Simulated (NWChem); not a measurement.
Molecule: BBrCl2; SMILES ClB(Cl)Br

```xyz
4

B      0.0000     0.0000     0.5016
Cl     0.0000     1.5164     1.3796
Cl     0.0000    -1.5164     1.3796
Br     0.0000     0.0000    -1.4119
```
Atoms are numbered in this order, from 1.

All runs: NWChem. Coordinates come from a PBE-D3(BJ)/def2-SVP optimisation. Ions are spin-unrestricted doublets at the neutral geometry; other ion states weren't tried.

### Question
Predict the results for PBE/aug-cc-pVDZ. Quantities: vertical ionisation energy, ΔSCF (eV); −ε(HOMO) (eV).

### Answer
The vertical ionisation energy, ΔSCF (eV) is 10.45. The −ε(HOMO) (eV) is 7.39.
